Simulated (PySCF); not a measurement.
C₄H₅N, charge +1, doublet, geometry from GFN2-xTB (a state made from the parent by changing its charge; the spin is typed, not shown lowest); PySCF with DF-PBE/6-31G*.

PySCF was given this input:
```python
from pyscf import gto, scf, dft

mol = gto.Mole()
mol.atom = '''
    C    -0.063572   -1.136441    0.441259
    C    -1.156806   -0.371988    0.116937
    C    -0.662896    0.875770   -0.357278
    N     0.686453    0.848480   -0.313982
    C     1.088914   -0.349198    0.162419
    H    -0.051729   -2.136453    0.831187
    H    -2.193538   -0.638775    0.195791
    H    -1.220052    1.730589   -0.703833
    H     1.299456    1.606173   -0.594367
    H     2.126847   -0.609758    0.289068
'''
mol.basis = '6-31g*'
mol.charge = 1
mol.spin = 1
mol.verbose = 4
mol.build()

mf = dft.UKS(mol)
mf.xc = 'pbe'
mf = mf.density_fit(auxbasis='def2-universal-jkfit')
mf.kernel()
```

It wrote (shortened):

```
PySCF version 2.14.0

[INPUT] verbose = 4
[INPUT] num. atoms = 10
[INPUT] num. electrons = 35
[INPUT] charge = 1
[INPUT] spin (= nelec alpha-beta = 2S) = 1
[INPUT] symmetry False subgroup None
[INPUT] Mole.unit = angstrom
[INPUT] Symbol           X                Y                Z      unit          X                Y                Z       unit  Magmom
[INPUT]  1 C     -0.063572000000  -1.136441000000   0.441259000000 AA   -0.120133669191  -2.147562246727   0.833858659999 Bohr   0.0
[INPUT]  2 C     -1.156806000000  -0.371988000000   0.116937000000 AA   -2.186046519254  -0.702955441625   0.220978903828 Bohr   0.0
[INPUT]  3 C     -0.662896000000   0.875770000000  -0.357278000000 AA   -1.252691889070   1.654965448110  -0.675157570332 Bohr   0.0
[INPUT]  4 N      0.686453000000   0.848480000000  -0.313982000000 AA    1.297208167386   1.603394822171  -0.593339988043 Bohr   0.0
[INPUT]  5 C      1.088914000000  -0.349198000000   0.162419000000 AA    2.057749233205  -0.659888583246   0.306927427426 Bohr   0.0
[INPUT]  6 H     -0.051729000000  -2.136453000000   0.831187000000 AA   -0.097753642698  -4.037311048005   1.570715788299 Bohr   0.0
[INPUT]  7 H     -2.193538000000  -0.638775000000   0.195791000000 AA   -4.145186063826  -1.207109805219   0.369991367655 Bohr   0.0
[INPUT]  8 H     -1.220052000000   1.730589000000  -0.703833000000 AA   -2.305564137728   3.270339244185  -1.330051607431 Bohr   0.0
[INPUT]  9 H      1.299456000000   1.606173000000  -0.594367000000 AA    2.455615950923   3.035227078671  -1.123190847479 Bohr   0.0
[INPUT] 10 H      2.126847000000  -0.609758000000   0.289068000000 AA    4.019158338853  -1.152275622263   0.546259351376 Bohr   0.0

nuclear repulsion = 161.088410954373
number of shells = 40
number of NR pGTOs = 155
number of NR cGTOs = 80
basis = 6-31g*
ecp = {}

******** <class 'pyscf.df.df_jk.DFUKS'> ********
method = DFUKS
initial guess = minao
damping factor = 0
level_shift factor = 0
DIIS = <class 'pyscf.scf.diis.CDIIS'>
diis_start_cycle = 1
diis_space = 8
diis_damp = 0
SCF conv_tol = 1e-09
SCF conv_tol_grad = None
SCF max_cycles = 50
direct_scf = False
number electrons alpha = 18  beta = 17
XC library pyscf.dft.libxc version 7.1.2
    S. Lehtola, C. Steigemann, M. J. T. Oliveira, and M. A. L. Marques,  SoftwareX 7, 1–5 (2018)
XC functionals = pbe
    J. P. Perdew, K. Burke, and M. Ernzerhof,  Phys. Rev. Lett. 77, 3865 (1996)
    J. P. Perdew, K. Burke, and M. Ernzerhof,  Phys. Rev. Lett. 78, 1396 (1997)
    J. P. Perdew, K. Burke, and M. Ernzerhof,  Phys. Rev. Lett. 77, 3865 (1996)
    J. P. Perdew, K. Burke, and M. Ernzerhof,  Phys. Rev. Lett. 78, 1396 (1997)
radial grids:
    Treutler-Ahlrichs [JCP 102, 346 (1995); DOI:10.1063/1.469408] (M4) radial grids

becke partition: Becke, JCP 88, 2547 (1988); DOI:10.1063/1.454033
pruning grids: <function nwchem_prune>
grids dens level: 3
symmetrized grids: False
atomic radii adjust function: <function treutler_atomic_radii_adjust>
small_rho_cutoff = 0
Set gradient conv threshold to 3.16228e-05
tot grids = 119416
init E= -210.564163812503

cycle= 1 E= -209.569150126292  delta_E= 0.995  |g|= 0.241  |ddm|= 2.26
cycle= 2 E= -209.265351686031  delta_E= 0.304  |g|= 0.685  |ddm|= 1.14
cycle= 3 E= -209.599194899728  delta_E= -0.334  |g|= 0.0993  |ddm|= 1.01
cycle= 4 E= -209.603495469606  delta_E= -0.0043  |g|= 0.0512  |ddm|= 0.106
cycle= 5 E= -209.604694874122  delta_E= -0.0012  |g|= 0.0256  |ddm|= 0.0553
cycle= 6 E= -209.604980997292  delta_E= -0.000286  |g|= 0.00777  |ddm|= 0.0243
cycle= 7 E= -209.605017137374  delta_E= -3.61e-05  |g|= 0.00139  |ddm|= 0.00973
cycle= 8 E= -209.605018933212  delta_E= -1.8e-06  |g|= 0.000349  |ddm|= 0.00278
cycle= 9 E= -209.605018856636  delta_E= 7.66e-08  |g|= 0.000525  |ddm|= 0.000886
cycle= 10 E= -209.605019017281  delta_E= -1.61e-07  |g|= 9.2e-05  |ddm|= 0.000618
cycle= 11 E= -209.605019022813  delta_E= -5.53e-09  |g|= 1.06e-05  |ddm|= 0.000115
cycle= 12 E= -209.605019022895  delta_E= -8.19e-11  |g|= 1.8e-06  |ddm|= 1.74e-05
Extra cycle  E= -209.605019022894  delta_E= 7.96e-13  |g|= 2.37e-06  |ddm|= 4.19e-06
converged SCF energy = -209.605019022894  <S^2> = 0.75723895  2S+1 = 2.0072259
```
